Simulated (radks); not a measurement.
Species: Ga2+. Configuration: [Ar] 3d9 4s1 5s1 (not the ground configuration). All-electron calculation, scalar-relativistic Kohn-Sham, LDA (Slater exchange, Perdew-Zunger correlation), spin-polarised, spherical densities, point nucleus; open shells are filled with parallel spins first. Program: a radial shooting solver on a logarithmic mesh with Libxc functionals.

Unscreened Slater integrals over Kohn-Sham orbitals (hartree). They are taken over the spin-up orbitals. Empty in this configuration: 4p.

\begin{tabular}{lr}
integral & value \\ \hline
F0(5s,5s) & 0.20586 \\
F0(5s,4s) & 0.25626 \\
G0(5s,4s) & 0.016973 \\
F0(5s,3d) & 0.27998 \\
G2(5s,3d) & 0.011007 \\
F0(5s,3p) & 0.28162 \\
G1(5s,3p) & 0.0085533 \\
F0(5s,4p) & 0.24975 \\
G1(5s,4p) & 0.028171 \\
F0(4s,4s) & 0.47124 \\
F0(4s,3d) & 0.59433 \\
G2(4s,3d) & 0.063078 \\
F0(4s,3p) & 0.60201 \\
G1(4s,3p) & 0.041796 \\
F0(4s,4p) & 0.43202 \\
G1(4s,4p) & 0.28780 \\
F0(3d,3d) & 1.2245 \\
F2(3d,3d) & 0.57198 \\
F4(3d,3d) & 0.35689 \\
F0(3d,3p) & 1.2770 \\
F2(3d,3p) & 0.60589 \\
G1(3d,3p) & 0.74335 \\
G3(3d,3p) & 0.45430 \\
F0(3d,4p) & 0.51807 \\
F2(3d,4p) & 0.11600 \\
G1(3d,4p) & 0.044887 \\
G3(3d,4p) & 0.039633 \\
F0(3p,3p) & 1.3446 \\
F2(3p,3p) & 0.67136 \\
F0(3p,4p) & 0.52351 \\
F2(3p,4p) & 0.10306 \\
G0(3p,4p) & 0.026676 \\
G2(3p,4p) & 0.030688 \\
F0(4p,4p) & 0.40217 \\
F2(4p,4p) & 0.21280 \\
\end{tabular}

Derived for the open shells (J is the average intra-shell exchange parameter used in DFT+U). 3d: Racah B = F2/49 - 5 F4/441 = 0.007627 hartree, C = 35 F4/441 = 0.02832 hartree, C/B = 3.71, F4/F2 = 0.624, J = (F2 + F4)/14 = 0.06635 hartree.
